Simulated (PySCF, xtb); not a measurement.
GaH, SMILES [GaH] (connectivity only; charge and spin as stated), neutral, multiplicity 1.

GFN2-xTB (xtb) at its own geometry gives an orbital gap of 3.96 eV and a dipole moment of 4.30 D.

Geometry: B3LYP-D3(BJ)/def2-TZVPD.

Q: What does ωB97X/def2-TZVPD (PySCF) give? (The exact figures need the calculation; the answer reports its results.)

A: gap 8.28 eV (levels -8.14 and 0.13 eV), dipole 0.44 D.
